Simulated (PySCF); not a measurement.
**SnCl₄: double against triple zeta**

Base calculation in PySCF with density fitting and no spin–orbit coupling, PBE0/def2-SVP (scalar-relativistic core potentials): singlet, Td, Sn–Cl 2.317 Å (×4); wavenumbers 95 (×2), 124 (×3), 361, 408 (×3) cm⁻¹; gap between the highest occupied and lowest empty levels 6.20 eV, polar-tensor charge of Sn 2.04 e, atomisation energy (no zero-point energy) 1277 kJ/mol.

**Question.** What changes on going to PBE0/def2-TZVP (scalar-relativistic core potentials)?

**Answer.** The point group stays the same. Changes: mean bond to Sn -0.028 Å, highest wavenumber -3 cm⁻¹, lowest wavenumber 0 cm⁻¹, gap between the highest occupied and lowest empty levels +0.37 eV, polar-tensor charge of Sn +0.04 e, atomisation energy (no zero-point energy) +25 kJ/mol. The new structure has Sn–Cl 2.289 Å (×4), with wavenumbers 95 (×2), 125 (×3), 368, 405 (×3) cm⁻¹. The larger basis shortens the bonds, as added polarisation functions usually do.

Each species is the lowest minimum found with this bonding; other isomers or fragments can lie lower.
